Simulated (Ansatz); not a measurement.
The cluster Be₄Se₅. The state is a singlet with charge 0. Geometry PBE0-D4/def2-SVP.

```xyz
9

Be   -0.480   -0.800   -1.454
Be   -0.263    1.368   -0.589
Be   -1.272   -0.399    0.715
Be    1.333   -0.579    0.245
Se   -2.210    0.501   -1.031
Se    1.293    0.425   -1.737
Se   -0.179    1.300    1.623
Se   -0.199   -2.189    0.194
Se    1.977    0.374    2.035
```

The structure comes from a short search, and lower isomers may exist.

(1) Estimate the orbital energies around the gap (eV) in Ansatz with PBE-D4/def2-SVP, PBE-D4/def2-TZVPD, r2SCAN-D4/def2-TZVP, PBE0-D4/def2-SVP, PBE0-D4/def2-TZVP.

## Answers

(1) 
| orbital | PBE-D4/def2-SVP | PBE-D4/def2-TZVPD | r2SCAN-D4/def2-TZVP | PBE0-D4/def2-SVP | PBE0-D4/def2-TZVP |
| --- | --- | --- | --- | --- | --- |
| HOMO−9 | -8.83 | -8.77 | -9.11 | -10.13 | -10.00 |
| HOMO−8 | -8.69 | -8.62 | -8.97 | -10.02 | -9.89 |
| HOMO−7 | -7.66 | -7.60 | -7.88 | -8.77 | -8.66 |
| HOMO−6 | -7.42 | -7.39 | -7.67 | -8.57 | -8.48 |
| HOMO−5 | -7.26 | -7.20 | -7.47 | -8.39 | -8.26 |
| HOMO−4 | -7.01 | -6.96 | -7.21 | -8.10 | -8.00 |
| HOMO−3 | -6.79 | -6.77 | -7.04 | -7.91 | -7.83 |
| HOMO−2 | -6.73 | -6.71 | -6.97 | -7.85 | -7.76 |
| HOMO−1 | -6.43 | -6.40 | -6.63 | -7.51 | -7.42 |
| HOMO | -5.40 | -5.48 | -5.70 | -6.53 | -6.54 |
| LUMO | -3.70 | -3.67 | -3.45 | -3.05 | -2.95 |
| LUMO+1 | -2.90 | -2.90 | -2.72 | -2.13 | -2.05 |
| LUMO+2 | -1.78 | -1.83 | -1.46 | -1.04 | -1.03 |
| LUMO+3 | -1.53 | -1.58 | -1.20 | -0.77 | -0.78 |
| LUMO+4 | -0.98 | -1.14 | -0.66 | -0.22 | -0.29 |
| LUMO+5 | -0.47 | -0.95 | -0.34 | 0.29 | -0.06 |
